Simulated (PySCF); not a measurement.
Si(F)(NMe2) (C2H6FNSi), SMILES CN(C)[Si]F (connectivity only; charge and spin as stated), neutral, multiplicity 1.

The structure is a stationary point at PBE-D3(BJ)/def2-SVP. Other conformers were not sampled.

Two levels are set side by side: PBE/def2-TZVP (PySCF) and HF/def2-TZVP (PySCF). Same geometry, gas phase. Differences are taken from unrounded values.

| quantity | PBE |
|---|---|
| orbital gap (eV) | 3.94 |
| highest occupied level (eV) | -5.98 |
| lowest empty level (eV) | -2.03 |
| dipole moment (D) | 2.52 |
| mean polarisability (bohr³) | 65.8 |

Task: These are the PBE values. What does HF give? (Estimate from the structure and the level; the computed values follow.)

Result: 
| quantity | HF | PBE minus HF |
|---|---|---|
| orbital gap (eV) | 11.55 | -7.61 |
| highest occupied level (eV) | -9.84 | 3.86 |
| lowest empty level (eV) | 1.71 | -3.75 |
| dipole moment (D) | 2.38 | 0.14 |
| mean polarisability (bohr³) | 58.6 | 7.2 |

PBE's occupied levels lie high since its potential decays too fast outside the molecule; exact exchange lowers them and widens the gap. Loosely held outer electrons make PBE densities more polarisable. Differences between two approximate levels are no errors against the true value.

Rough cost on one machine, each run with all the roots and properties that it gave: HF against PBE about 1/3.
